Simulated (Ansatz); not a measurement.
Reactions of CH₇BSi₂ (`CB1[SiH2][SiH2]1`).

Gas-phase electronic energies from Ansatz, PBE0-D4/def2-TZVP geometries. CBS: MP2 limit from def2 TZ/QZ plus the TZ coupled-cluster correction, frozen cores. This one scheme is used for every species, atoms too. DFT in def2-TZVPP. B3LYP here is the variant with VWN-RPA as its local correlation; programs differ in this. Open shells (•) are unrestricted, without spin–orbit coupling. Spin–orbit coupling would lower the free atoms: a little for B, C, Si. Each species was taken in one conformer, which may not be the lowest.

```
                                              reaction  CCSD(T)/CBS(def2) (kcal/mol)
                `CB1[SiH2][SiH2]1` → `C[SiH]1B[SiH2]1`                             ?
                `CB1[SiH2][SiH2]1` → `[SiH3][SiH]1BC1`                           2.3
   `CB1[SiH2][SiH2]1` + H–F → `FB1[SiH2][SiH2]1` + CH₄                         -22.3
           `CB1[SiH2][SiH2]1` → B• + C• + 7 H• + 2 Si•                         852.9
               `CB1[SiH2][SiH2]1` → `[SiH3]C1B[SiH2]1`                             ?
               `CB1[SiH2][SiH2]1` → `BC1[SiH2][SiH2]1`                         -13.6
   `CB1[SiH2][SiH2]1` + H₂S → `SB1[SiH2][SiH2]1` + CH₄                         -20.9
               `CB1[SiH2][SiH2]1` → `B1[SiH2]C[SiH2]1`                             ?
`CB1[SiH2][SiH2]1` + CH₃OH → `OCB1[SiH2][SiH2]1` + CH₄                          -1.4
```

**Question.** Fill in the missing values. (Best estimate.)

**Answer.** Ansatz gave: `CB1[SiH2][SiH2]1` → `C[SiH]1B[SiH2]1`: -2.1 kcal/mol; `CB1[SiH2][SiH2]1` → `[SiH3]C1B[SiH2]1`: -1.6 kcal/mol; `CB1[SiH2][SiH2]1` → `B1[SiH2]C[SiH2]1`: -9.3 kcal/mol.

Largest T1 diagnostic: 0.018, for `SB1[SiH2][SiH2]1`.
